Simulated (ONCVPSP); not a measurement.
Debugging a pseudopotential input (In (Z = 49), ONCVPSP 4.0.1)

Command:

```bash
oncvpspr.x < In.dat > In.out
```

Input:

```
# ATOM AND REFERENCE CONFIGURATION
# atsym  z   nc   nv     iexc    psfile
  In 49.00    6    5        2      upf
#
#   n    l    f
    1    0    2.00
    2    0    2.00
    2    1    6.00
    3    0    2.00
    3    1    6.00
    3    2   10.00
    4    0    2.00
    4    1    6.00
    4    2   10.00
    5    0    1.50
    5    1    1.50
#
# PSEUDOPOTENTIAL AND OPTIMIZATION
# lmax
    2
#
#   l,   rc,      ep,       ncon, nbas, qcut
    0    1.25    0.00    3    8   11.30
    1    1.45    0.00    3    7   10.30
    2    1.65    0.00    4    8    7.80
#
# LOCAL POTENTIAL
# lloc, lpopt,  rc(5),   dvloc0
    4    5    0.85    6.00
#
# VANDERBILT-KLEINMAN-BYLANDER PROJECTORs
# l, nproj, debl
    0    2    2.80
    1    2    1.80
    2    2    1.20
#
# MODEL CORE CHARGE
# icmod, fcfact, rcfact
    3    3.25    1.40
#
# LOG DERIVATIVE ANALYSIS
# epsh1, epsh2, depsh
   -6.00    5.00    0.04
#
# OUTPUT GRID
# rlmax, drl
    6.00    0.01
#
# TEST CONFIGURATIONS
# ncnf
    4
# nvcnf
#   n    l    f
    5
    4    0    2.00
    4    1    6.00
    4    2   10.00
    5    0    2.00
    5    1    1.00
#
    5
    4    0    2.00
    4    1    6.00
    4    2   10.00
    5    0    2.00
    5    1    0.00
#
    5
    4    0    2.00
    4    1    6.00
    4    2   10.00
    5    0    1.00
    5    1    0.00
#
    5
    4    0    2.00
    4    1    6.00
    4    2    9.00
    5    0    0.00
    5    1    0.00
#
```

This is an input that runs to its end, with one change: iexc set to 2.

Problem. How does the run end?

Solution. The program runs through. Ghost flags: GHOST(+) s at 297.1 eV; the largest excitation error among the 3 tests with output is 0.563 meV, against 0.599 meV for the unchanged input. Messages: WARNING no output for configuration 5; psatom_r: WARNING lschvkbb convergence error n,l,kap,iter= 3 1 -2; run_config_r: WARNING for fully non-local PS atom,.

```
   5   1   1  0.0000   -0.33434309   -0.33434309    0.00E+00

    Total energies and differences
      AE_ref= -5.87775154E+03  AE_tst= -5.87764991E+03  dif=  1.02E-01
      PS_ref= -1.89215735E+02  PS_tst= -1.89114103E+02  dif=  1.02E-01
      PSP excitation error=  4.65E-06

Test configuration 3

   n   l kap    f        eae           eps        diff
   1   0  -1  2.0000-1018.75247219
   2   0  -1  2.0000 -153.09266330
   2   1  -2  4.0000 -135.15431463
   2   1   1  2.0000 -142.89257419
   3   0  -1  2.0000  -29.57460495
   3   1  -2  4.0000  -24.05510613
   3   1   1  2.0000  -25.45259158
   3   2  -3  6.0000  -16.44919959
   3   2   2  4.0000  -16.73582118
   4   0  -1  2.0000   -5.05790413   -5.05873496   -8.31E-04
   4   1  -2  4.0000   -3.46093913   -3.46158155   -6.42E-04
   4   1   1  2.0000   -3.70828773   -3.70905775   -7.70E-04
   4   2  -3  6.0000   -1.33981401   -1.33999483   -1.81E-04
   4   2   2  4.0000   -1.37214420   -1.37233688   -1.93E-04
   5   0  -1  1.0000   -0.88971403   -0.88970240    1.16E-05
   5   1  -2  0.0000   -0.60349233   -0.60349233    0.00E+00
   5   1   1  0.0000   -0.62614025   -0.62614025    0.00E+00

    Total energies and differences
      AE_ref= -5.87775154E+03  AE_tst= -5.87692417E+03  dif=  8.27E-01
      PS_ref= -1.89215735E+02  PS_tst= -1.88388379E+02  dif=  8.27E-01
      PSP excitation error=  2.07E-05

Test configuration 4

psatom_r: WARNING lschvkbb convergence error n,l,kap,iter=   3   1  -2

ea(ii),et,emin,emax -1.226707E-01 -1.349377E-01 -1.349377E-01 -1.349377E-01
run_config_r: WARNING for fully non-local PS atom,
 WARNING no output for configuration 5
```
